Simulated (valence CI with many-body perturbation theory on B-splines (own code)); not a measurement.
**Cr XIX: electric-dipole lines**

Calculated by relativistic CI+MBPT: four valence electrons over a frozen Dirac-Fock core [He], radial functions for each j: 11 s, 11 p, 9 d, 7 f, 5 g, 2 h, 1 i, with the one-electron correlation potential Σ1 (screened to all orders), the two-electron term Σ2, the three-electron term Σ3, Breit, model QED; selected single and double excitations, second order for the rest (own B-spline code, finite nucleus).

No measured spectrum was set against this ion. As an estimate, levels of excited configurations hold to 0.05 to 0.15 % of their energy, terms of the ground configuration to about 0.5 %. Among the levels kept, up to 260 cm⁻¹ of a level comes from second order outside the variational space, and about a tenth of that is noise between levels of different J, which matters for small intervals.

Lines 51 to 100 of 260 in falling wavelength, among levels below 7243.2 × 10³ cm⁻¹, chosen from the strongest by gf and those to the six lowest levels. Wavelengths and rates use the calculated energies, so an error of 500 cm⁻¹ moves a line at 479.4 Å by 0.24 % and its rate by three times that or more. Electric multipoles are in the length gauge, E1 and E2 with the static RPA response of the core. Weak lines are less certain than strong ones. Lines between different terms over intervals too small for the method are left out, as are lines whose strength nearly cancels. The highest levels of a list are the least certain.

Names give the largest LS component (configuration and term), which can be under half, so a name can repeat, a term be missing and a line seem to break the LS rules; names also repeat where a configuration has a term twice. Letters in brackets count levels of one name in rising energy.

| λ vac (Å) | Upper | Lower | A (s⁻¹) | S (a.u.) |
| --- | --- | --- | --- | --- |
| 479.4 | 2s²2p3d ³P°_2 | 2s²2p3p ³P_2 | 6.16e+08 | 1.68e-01 |
| 477.1 | 2s2p²3d ³P_2 | 2s2p²3p ⁵P°_1 | 7.92e+08 | 2.12e-01 |
| 469.9 | 2s2p²3p ³D°_2 [b] | 2s2p²3s ³D_2 | 1.01e+09 | 2.58e-01 |
| 468.3 | 2s²2p3d ³P°_2 | 2s²2p3p ³S_1 | 7.33e+08 | 1.86e-01 |
| 466.9 | 2s²2p3d ³D°_3 | 2s²2p3p ³D_3 | 5.56e+08 | 1.96e-01 |
| 465.3 | 2s²2p3d ³P°_1 | 2s²2p3p ³S_1 | 1.24e+09 | 1.85e-01 |
| 460.5 | 2s2p²3p ³D°_3 [b] | 2s2p²3s ³D_3 | 1.84e+09 | 6.21e-01 |
| 431.6 | 2s2p²3p ⁵P°_2 | 2s2p²3s ⁵P_1 | 6.62e+08 | 1.31e-01 |
| 426.5 | 2s²2p3p ¹D_2 | 2s²2p3s ¹P°_1 | 2.84e+09 | 5.43e-01 |
| 422.0 | 2s2p²3p ⁵S°_2 | 2s2p²3s ⁵P_3 | 2.44e+09 | 4.52e-01 |
| 366.4 | 2s2p²3p ⁵S°_2 | 2s2p²3s ⁵P_2 | 1.09e+09 | 1.32e-01 |
| 342.4 | 2s²2p3p ¹S_0 | 2s²2p3s ¹P°_1 | 5.83e+09 | 1.16e-01 |
| 273.2 | 2s2p²3p ³D°_3 [b] | 2s2p²3s ³P_2 [a] | 1.43e+09 | 1.01e-01 |
| 204.0 | 2p⁴ ³P_2 | 2s2p³ ³S°_1 | 5.50e+09 | 1.15e-01 |
| 201.9 | 2p⁴ ¹D_2 | 2s2p³ ¹P°_1 | 3.74e+09 | 7.60e-02 |
| 199.2 | 2s2p³ ³D°_3 | 2s²2p² ¹D_2 | 5.81e+08 | 1.59e-02 |
| 186.3 | 2s2p²3p ¹F°_3 | 2s²2p3p ¹D_2 | 6.48e+09 | 1.45e-01 |
| 180.5 | 2p⁴ ³P_1 | 2s2p³ ³S°_1 | 9.90e+09 | 8.62e-02 |
| 170.0 | 2s2p²3s ³D_3 | 2s²2p3s ³P°_2 | 7.64e+09 | 1.30e-01 |
| 167.8 | 2s2p²3p ³F°_4 | 2s²2p3p ³D_3 | 4.08e+09 | 8.55e-02 |
| 165.5 | 2s2p³ ³D°_3 | 2s²2p² ³P_2 | 5.42e+09 | 8.48e-02 |
| 164.1 | 2s2p³ ³P°_1 | 2s²2p² ¹D_2 | 2.40e+08 | 1.57e-03 |
| 164.0 | 2p⁴ ¹D_2 | 2s2p³ ¹D°_2 | 2.75e+10 | 2.99e-01 |
| 161.3 | 2s2p³ ³P°_2 | 2s²2p² ¹D_2 | 1.22e+08 | 1.26e-03 |
| 160.3 | 2s2p³ ³D°_2 | 2s²2p² ³P_1 | 7.54e+09 | 7.66e-02 |
| 160.0 | 2s2p³ ³D°_1 | 2s²2p² ³P_1 | 1.02e+09 | 6.20e-03 |
| 155.4 | 2s2p²3p ³F°_3 | 2s²2p3p ³D_2 | 5.27e+09 | 6.83e-02 |
| 152.5 | 2s2p²3p ¹D°_2 | 2s²2p3p ¹P_1 | 5.50e+09 | 4.82e-02 |
| 152.3 | 2s2p²3s ³D_2 | 2s²2p3s ³P°_1 | 7.82e+09 | 6.82e-02 |
| 151.3 | 2s2p³ ³S°_1 | 2s²2p² ¹S_0 | 3.97e+08 | 2.04e-03 |
| 149.9 | 2s2p²3p ³F°_2 | 2s²2p3p ³D_1 | 8.45e+09 | 7.03e-02 |
| 148.6 | 2s2p³ ³D°_1 | 2s²2p² ³P_0 | 8.20e+09 | 3.99e-02 |
| 143.6 | 2p⁴ ¹S_0 | 2s2p³ ¹P°_1 | 6.39e+10 | 9.35e-02 |
| 142.6 | 2s2p²3p ³D°_1 [b] | 2s²2p3p ³D_1 | 1.11e+10 | 4.75e-02 |
| 140.9 | 2p⁴ ³P_1 | 2s2p³ ³P°_2 | 1.24e+10 | 5.13e-02 |
| 140.5 | 2s2p³ ³P°_1 | 2s²2p² ³P_2 | 2.98e+09 | 1.23e-02 |
| 138.5 | 2s2p³ ³P°_2 | 2s²2p² ³P_2 | 1.57e+10 | 1.03e-01 |
| 134.9 | 2s2p³ ³P°_0 | 2s²2p² ³P_1 | 1.80e+10 | 2.18e-02 |
| 134.0 | 2s2p³ ³P°_1 | 2s²2p² ³P_1 | 1.12e+10 | 3.98e-02 |
| 132.1 | 2s2p³ ³P°_2 | 2s²2p² ³P_1 | 6.93e+08 | 3.95e-03 |
| 131.0 | 2p⁴ ³P_2 | 2s2p³ ³D°_3 | 2.59e+10 | 1.44e-01 |
| 128.6 | 2s2p²3s ³S_1 | 2s²2p3s ³P°_1 | 2.33e+10 | 7.35e-02 |
| 128.4 | 2p⁴ ³P_2 | 2s2p³ ³D°_2 | 1.07e+10 | 5.61e-02 |
| 127.4 | 2s2p²3s ³S_1 | 2s²2p3s ³P°_0 | 1.24e+10 | 3.80e-02 |
| 127.3 | 2s2p²3s ³P_1 [b] | 2s²2p3s ³P°_2 | 3.34e+10 | 1.02e-01 |
| 127.0 | 2s2p²3s ³P_0 [b] | 2s²2p3s ³P°_1 | 3.80e+10 | 3.84e-02 |
| 126.3 | 2s2p³ ¹D°_2 | 2s²2p² ¹D_2 | 4.05e+10 | 2.01e-01 |
| 126.3 | 2s2p³ ¹P°_1 | 2s²2p² ¹S_0 | 1.48e+10 | 4.41e-02 |
| 126.0 | 2s2p²3s ¹P_1 | 2s²2p3s ¹P°_1 | 4.53e+10 | 1.34e-01 |
| 125.9 | 2s2p³ ³P°_1 | 2s²2p² ³P_0 | 3.92e+09 | 1.16e-02 |
